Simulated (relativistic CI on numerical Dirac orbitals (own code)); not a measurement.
Line list: Electric-dipole lines, Pt5+

Method of calculation: Dirac-Coulomb-Breit CI, KLI orbitals optimised for each configuration, a model potential for QED, valence Slater integrals scaled by 0.85, P86 correlation energy added to each configuration (own radial code, finite nucleus).

CI space (outside the closed core [Kr] 4d10 4f14): 5s2 5p6 5d5, 5s2 5p6 5d4 6s, 5s2 5p6 5d4 5f, 5s2 5p6 5d4 6p, 5s2 5p6 5d4 5g, 5s2 5p5 5d6, 5s2 5p6 5d4 6d, 5s2 5p6 5d4 7s, 5s2 5p6 5d3 6s 6p, 5s2 5p6 5d4 7p, 5s2 5p6 5d4 6f, 5s2 5p6 5d4 7d, 5s 5p6 5d6, 5s2 5p6 5d3 6s2, 5s2 5p6 5d2 5f 6s2, 5s2 5p6 5d2 6s2 6p, 5s2 5p6 5d2 5g 6s2, 5s2 5p6 5d2 6s2 6d. Double excitations out of closed p, d and f shells are left out; levels of such configurations are missing from the list, as are those of other unlisted configurations, and high levels can miss mixing partners.

```tsv
λ vac (Å)	Lower	Upper	A (s⁻¹)	log gf	S velocity/length
440.70	5s2 5p6 5d5 6S_5/2 [1]	5s2 5p6 5d4 6p 6D°_5/2 [116]	2.32e+09	-0.39	0.73
447.75	5s2 5p6 5d5 2I_11/2 [12]	5s2 5p6 5d4 6p 4G°_11/2 [193]	2.33e+09	-0.07	0.70
449.38	5s2 5p6 5d5 4G_11/2 [5]	5s2 5p6 5d4 6p 4F°_9/2 [158]	3.18e+09	-0.02	0.65
452.04	5s2 5p6 5d5 4G_9/2 [7]	5s2 5p6 5d4 6p 4F°_9/2 [158]	3.72e+09	0.06	0.68
452.16	5s2 5p6 5d5 4D_7/2 [9]	5s2 5p6 5d4 6p 4P°_5/2 [172]	7.08e+09	0.11	0.68
452.49	5s2 5p6 5d5 6S_5/2 [1]	5s2 5p6 5d4 6p 6P°_3/2 [110]	6.08e+09	-0.13	0.70
454.24	5s2 5p6 5d5 4G_11/2 [5]	5s2 5p6 5d4 6p 4I°_11/2 [151]	2.37e+09	-0.06	0.68
454.26	5s2 5p6 5d5 2I_13/2 [17]	5s2 5p6 5d4 6p 2H°_11/2 [196]	1.13e+10	0.62	0.66
455.07	5s2 5p6 5d5 4G_5/2 [6]	5s2 5p6 5d4 6p 4D°_5/2 [152]	2.79e+09	-0.28	0.68
457.50	5s2 5p6 5d5 2I_11/2 [12]	5s2 5p6 5d4 6p 2H°_9/2 [181]	8.18e+09	0.41	0.66
459.01	5s2 5p6 5d5 4G_7/2 [3]	5s2 5p6 5d4 6p 4G°_5/2 [143]	3.46e+09	-0.18	0.63
459.10	5s2 5p6 5d5 2G_9/2 [15]	5s2 5p6 5d4 6p 2F°_7/2 [188]	6.33e+09	0.20	0.65
459.61	5s2 5p6 5d5 2I_11/2 [12]	5s2 5p6 5d4 6p 2H°_9/2 [177]	3.32e+09	0.02	0.63
460.74	5s2 5p6 5d5 4G_5/2 [6]	5s2 5p6 5d4 6p 4P°_5/2 [147]	3.18e+09	-0.22	0.64
460.87	5s2 5p6 5d5 4G_11/2 [5]	5s2 5p6 5d4 6p 4F°_9/2 [146]	8.24e+09	0.42	0.66
462.76	5s2 5p6 5d5 6S_5/2 [1]	5s2 5p6 5d4 6p 6P°_7/2 [108]	5.81e+09	0.17	0.64
463.04	5s2 5p6 5d5 2I_11/2 [12]	5s2 5p6 5d4 6p 2I°_11/2 [171]	5.17e+09	0.30	0.66
463.67	5s2 5p6 5d5 4G_7/2 [3]	5s2 5p6 5d4 6p 4D°_5/2 [140]	3.43e+09	-0.18	0.63
464.01	5s2 5p6 5d5 4G_9/2 [7]	5s2 5p6 5d4 6p 4D°_7/2 [145]	5.74e+09	0.17	0.65
466.17	5s2 5p6 5d5 4G_9/2 [7]	5s2 5p6 5d4 6p 4F°_7/2 [142]	3.39e+09	-0.05	0.62
466.58	5s2 5p6 5d5 2I_13/2 [17]	5s2 5p6 5d4 6p 2I°_13/2 [180]	6.69e+09	0.48	0.66
466.58	5s2 5p6 5d5 4G_5/2 [2]	5s2 5p6 5d4 6p 2D°_3/2 [124]	1.01e+10	0.12	0.64
467.49	5s2 5p6 5d5 6S_5/2 [1]	5s2 5p6 5d4 6p 6P°_5/2 [107]	4.73e+09	-0.03	0.63
468.21	5s2 5p6 5d5 4G_5/2 [2]	5s2 5p6 5d4 6p 4G°_5/2 [121]	5.35e+09	0.02	0.64
468.29	5s2 5p6 5d5 4G_7/2 [3]	5s2 5p6 5d4 6p 2F°_7/2 [137]	2.13e+09	-0.25	0.63
469.48	5s2 5p6 5d5 4D_7/2 [9]	5s2 5p6 5d4 6p 4F°_9/2 [150]	3.68e+09	0.08	0.66
470.05	5s2 5p6 5d5 2F_7/2 [14]	5s2 5p6 5d4 6p 2F°_7/2 [164]	4.16e+09	0.04	0.63
472.65	5s2 5p6 5d5 4D_3/2 [4]	5s2 5p6 5d4 6p 4P°_5/2 [135]	2.35e+09	-0.33	0.67
473.48	5s2 5p6 5d5 4G_7/2 [3]	5s2 5p6 5d4 6p 4F°_5/2 [132]	2.78e+09	-0.25	0.64
475.38	5s2 5p6 5d5 4G_11/2 [5]	5s2 5p6 5d4 6p 4G°_11/2 [133]	4.94e+09	0.30	0.62
476.08	5s2 5p6 5d5 4G_5/2 [6]	5s2 5p6 5d4 6p 4F°_7/2 [134]	2.31e+09	-0.20	0.64
477.64	5s2 5p6 5d5 4D_3/2 [4]	5s2 5p6 5d4 6p 4P°_1/2 [130]	8.72e+09	-0.22	0.61
478.08	5s2 5p6 5d5 4G_5/2 [2]	5s2 5p6 5d4 6p 4H°_7/2 [115]	1.87e+09	-0.29	0.61
485.26	5s2 5p6 5d5 4G_11/2 [5]	5s2 5p6 5d4 6p 2I°_13/2 [123]	1.28e+09	-0.20	0.63
485.90	5s2 5p6 5d5 4G_7/2 [3]	5s2 5p6 5d4 6p 4H°_9/2 [120]	2.02e+09	-0.15	0.62
488.92	5s2 5p6 5d5 4G_5/2 [2]	5s2 5p6 5d4 6p 4H°_7/2 [111]	1.60e+09	-0.34	0.63
941.88	5s2 5p6 5d4 6s 6D_5/2 [40]	5s2 5p6 5d4 6p 6D°_7/2 [122]	2.49e+09	0.42	0.93
950.03	5s2 5p6 5d4 6s 6D_7/2 [41]	5s2 5p6 5d4 6p 6F°_9/2 [128]	2.23e+09	0.48	0.94
957.17	5s2 5p6 5d4 6s 6D_9/2 [42]	5s2 5p6 5d4 6p 4G°_11/2 [133]	1.20e+09	0.30	0.94
961.00	5s2 5p6 5d4 6s 4H_11/2 [49]	5s2 5p6 5d4 6p 4I°_13/2 [169]	2.67e+09	0.71	0.97
972.56	5s2 5p6 5d4 6s 4H_13/2 [55]	5s2 5p6 5d4 6p 4I°_15/2 [176]	3.42e+09	0.89	0.98
975.10	5s2 5p6 5d4 6s 6D_9/2 [42]	5s2 5p6 5d4 6p 6F°_11/2 [129]	2.05e+09	0.55	0.97
1028.0	5s2 5p6 5d4 6s 2I_11/2 [61]	5s2 5p6 5d4 6p 2I°_13/2 [180]	1.31e+09	0.46	0.98
1185.9	5s2 5p6 5d4 6s 6D_9/2 [42]	5s2 5p6 5d4 6p 6P°_7/2 [108]	1.20e+09	0.31	0.82
1258.7	5s2 5p6 5d4 6s 4H_13/2 [55]	5s2 5p6 5d4 6p 2I°_13/2 [123]	7.71e+08	0.41	0.92
```

Terms are leading LS components. Brackets give the number of a level in order of energy, since labels repeat. The list gives strong lines, with weight on those to low levels, among the lowest 200 of 2912 levels, so that lines to higher ones, which can be the strongest, are missing. Levels whose partners in the same complex of configurations lie outside the list can be far off, and so can their lines. Rates are taken at the computed energies, electric ones in the length gauge. A velocity-to-length ratio far from 1 marks an uncertain rate.

At this charge configurations can still be misplaced by up to about 7 % of their energy. Levels and lines within the n = 5 or 6 shells can be off by up to 10 % or somewhat more, and those that change n by about 2 %, since core polarisation is missing.

LS names give the leading component of a level, which can be under half, so a name can repeat, a term be missing and a line seem to break the LS rules.
